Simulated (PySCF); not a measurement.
B₂H₇NOSi.
Bonds: B1–O2, O2–B3, B3–N4, N4–Si5. Hydrogens: H6, H7 on B1; H8 on B3; H9 on N4; H10, H11, H12 on Si5.

Method: PBE0-D3(BJ)/def2-SVP geometry optimisation, gas phase in PySCF 2.14.0; density fitting, grid level 1; the optimiser is geomeTRIC in internal coordinates, started from a GFN2-xTB structure with every atom displaced at random (about 0.01 Å).

Step 0: E = -12869.1077 eV
```
atom  x, y, z in Å  |  force x, y, z in eV/Å
B1      2.8532    0.3980   -0.0869   -0.052   0.537   0.352
O2      1.6177    0.0549    0.1986    0.640   0.020  -0.063
B3      0.3624   -0.2852    0.4740    0.186  -0.061   0.090
N4     -0.6771    0.4536   -0.0487   -1.918  -0.269   0.159
Si5    -2.4097    0.2431    0.2292    1.019   0.229   0.474
H6      3.3615   -0.0145   -1.0529    0.538  -0.547  -0.956
H7      3.4093    1.1918    0.6069    0.287   0.290   0.401
H8      0.1855   -1.2042    1.1694   -0.291  -0.940   0.665
H9     -0.4549    1.2391   -0.6093    0.458   0.984  -0.732
H10    -2.7349   -1.1778    0.2186   -0.218  -0.603  -0.029
H11    -3.0698    0.9707   -0.8447   -0.435   0.302  -0.495
H12    -2.7808    0.8253    1.5435   -0.212   0.058   0.134
```

Step 1: E = -12869.2765 eV
```
atom  x, y, z in Å  |  force x, y, z in eV/Å
B1      2.9096    0.4096   -0.0822    0.182  -0.073  -0.189
O2      1.6540    0.0724    0.1851   -0.173   0.034  -0.007
B3      0.3704   -0.2669    0.4502   -0.143  -0.002   0.024
N4     -0.7109    0.4829   -0.0786    0.225   0.071   0.054
Si5    -2.4161    0.2466    0.2561   -0.135   0.010  -0.162
H6      3.4449   -0.0505   -1.0778   -0.058   0.059   0.132
H7      3.4915    1.1700    0.6607    0.005   0.017   0.025
H8      0.1657   -1.2317    1.1583   -0.017   0.069  -0.072
H9     -0.4675    1.2960   -0.6464   -0.027  -0.165   0.104
H10    -2.7486   -1.2082    0.2571    0.054   0.025   0.015
H11    -3.1650    0.9402   -0.8393    0.021  -0.049   0.051
H12    -2.8655    0.8345    1.5547    0.066   0.006   0.026
```

Question: Estimate the geometry and energy of step 2. (The exact step hangs on the optimiser's Hessian estimate; all steps are aligned on step 1, rigid shifts and turns removed.)

Answer: E = -12869.2815 eV, largest force 0.087 eV/Å
```
atom  x, y, z in Å  |  force x, y, z in eV/Å
B1      2.9010    0.4052   -0.0843    0.056  -0.018   0.002
O2      1.6417    0.0745    0.1844    0.030  -0.004  -0.007
B3      0.3590   -0.2629    0.4535   -0.009   0.034  -0.080
N4     -0.7064    0.4962   -0.0807   -0.025  -0.003   0.073
Si5    -2.4100    0.2476    0.2498   -0.063   0.010  -0.037
H6      3.4384   -0.0499   -1.0738   -0.032   0.001   0.019
H7      3.4839    1.1605    0.6650    0.001   0.009   0.004
H8      0.1419   -1.2287    1.1506    0.000   0.019  -0.010
H9     -0.4574    1.3045   -0.6457    0.020  -0.032   0.019
H10    -2.7134   -1.2115    0.2627    0.013  -0.003   0.008
H11    -3.1759    0.9246   -0.8391   -0.001  -0.017   0.004
H12    -2.8404    0.8346    1.5555    0.011   0.004   0.005
```

The energy changes by -0.0050 eV. The first-order estimate −F·Δx gives -0.0097 eV and the mean of the old and new forces, exact on a quadratic surface, -0.0049 eV. The step makes an angle of 74° with the force vector and moves no atom by more than 0.036 Å.

The cost below is that of the whole optimisation. Hardware: an Arm Neoverse V1 with one thread, shared host. Cost: 1.7 min wall, 0.45 GiB resident at most.
